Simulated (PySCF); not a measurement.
## BiN at PBE

Computed with PBE; PySCF, scalar-relativistic core potentials, basis sets Bi cc-pVDZ-PP with ECP60, N cc-pVDZ.

```
state                                           : ¹Σ⁺ (singlet), closed shell
bond length                                     : 1.947 Å
harmonic wavenumber                             : 790 cm⁻¹
force constant                                  : 4.83 mdyn/Å
rotational constant Be                          : 0.3390 cm⁻¹
anharmonicity ωexe                              : 2.78 cm⁻¹
vibration–rotation constant αe                  : 0.00175 cm⁻¹
well depth De to Bi + N                         : 3.30 eV
dissociation energy D0                          : 3.25 eV
HOMO–LUMO gap                                   : 2.95 eV
bond order (Mayer)                              : 2.91
dipole moment (positive dipole means Bi(−)N(+)) : -3.41 D
```

Spin–orbit coupling is left out, which matters for elements this heavy, above all for dissociation energies.
